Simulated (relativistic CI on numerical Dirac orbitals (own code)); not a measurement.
Tb6+: q coefficients and field-shift factors

Method of calculation: Dirac-Coulomb-Breit CI, orbitals from a KLI potential per configuration, derivatives by finite differences, unscaled Slater integrals, QED left out (own radial code, finite nucleus).

Configuration list (outside the closed core [Kr] 4d10 5s2): 4f8 5p3. The list is cut by size and lacks configurations that can hold low levels.

With x = (α/α₀)² − 1 an excitation energy changes as ω = ω₀ + qx; K = 2q/ω₀ is the relative enhancement. Terms are leading LS components, so labels can repeat. The field-shift factor is F = δν/δ⟨r²⟩ for the transition from the lowest level.

Lowest level 4f8 5p3 10F°_15/2.

```tsv
Level	ω₀ (cm⁻¹)	q (cm⁻¹)	F (GHz/fm²)
4f8 5p3 10F°_13/2	308.4	-1920	0.348
4f8 5p3 10F°_11/2	1360.3	-918.1	0.41
4f8 5p3 10F°_9/2	2633.0	696.4	0.384
4f8 5p3 10F°_7/2	3962.9	2728	0.305
4f8 5p3 10F°_5/2	5194.8	4850	0.199
4f8 5p3 10F°_3/2	6197.7	6767	0.0924
4f8 5p3 8F°_13/2	22228.7	-10190	0.833
4f8 5p3 8D°_11/2	24754.8	-7651	0.819
4f8 5p3 8F°_9/2	28562.2	-7016	0.971
4f8 5p3 8F°_11/2	29251.8	-8989	0.82
4f8 5p3 8F°_7/2	30287.0	-6810	1.02
4f8 5p3 8F°_5/2	30736.2	-6477	1.06
4f8 5p3 8F°_3/2	30927.8	-6838	1.12
```

At this charge configurations can still be misplaced by up to about 7 % of their energy. Terms inside the open d or f shell come out 10 to 20 % too wide with unscaled integrals. Levels and lines within the n = 5 or 6 shells can be off by up to 10 % or somewhat more, and those that change n by about 2 %, since core polarisation is missing.

(1) Which transition from the lowest level has the largest |K|?

## Answers

(1) 4f8 5p3 10F°_13/2 at 308.4 cm⁻¹, K = -12.5.
